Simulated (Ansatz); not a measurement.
`N#C[SiH2][SiH2]Cl` + `N[SiH3]` → `N#C[SiH2]N[SiH3]` + `[SiH3]Cl` at 700 K and 1 bar (cleavage of the Si–Si bond).

Calculated with Ansatz (gas phase, PBE0-D4/def2-TZVP geometries, no zero-point term in ΔE). CBS: MP2 limit from def2 TZ/QZ plus the TZ coupled-cluster correction, frozen cores. This one scheme is used for every species. One conformer a species, not always the lowest.

```
            species  CCSD(T)/CBS energy (Eh)  H − E (kJ/mol)  S (J/(mol·K))
`N#C[SiH2][SiH2]Cl`              -1133.12837           196.2          490.0
          `N[SiH3]`               -346.80422           180.7          336.3
 `N#C[SiH2]N[SiH3]`               -729.26217           263.5          501.3
         `[SiH3]Cl`               -750.69636           107.0          306.3
```

H − E and S are ideal-gas, rigid-rotor, harmonic terms from PBE0-D4/def2-TZVP, for one conformer and one mirror image of each species. 1 Eh = 2625.50 kJ/mol, R = 8.31446 J/(mol·K).

By hand: ΔE, ΔH, ΔS and ΔG.

ΔE = (-729.26217) + (-750.69636) − (-1133.12837) − (-346.80422) = -0.02594 Eh = -68.1 kJ/mol. Δ(H − E) = 263.5 + 107.0 − 196.2 − 180.7 = -6.4, so ΔH = -74.5 kJ/mol. ΔS = 501.3 + 306.3 − 490.0 − 336.3 = -18.7 J/(mol·K). ΔG = -74.5 − 700 × (-18.7)/1000 = -61.4 kJ/mol.

By hand: the equilibrium constant, and the temperature at which ΔG would vanish if ΔH and ΔS stayed fixed.

log₁₀ K = −ΔG/(RT ln 10) = 4.6. ΔG = 0 at ΔH/ΔS = 3984 K, far beyond where these terms or the molecules hold.

ΔH outweighs TΔS. A doubt of 5 kJ/mol in ΔE shifts log₁₀ K by 0.4 here. Other conformers and mirror images would add mixing entropy, several J/(mol·K) or more a flexible species. Modes under 60 cm⁻¹, often nearly free rotors, make the harmonic entropy too high. These are equilibria of isolated gas molecules and say nothing of rates. Largest T1 diagnostic: 0.013 (customary marks: 0.02 for closed shells, 0.045 for open ones).
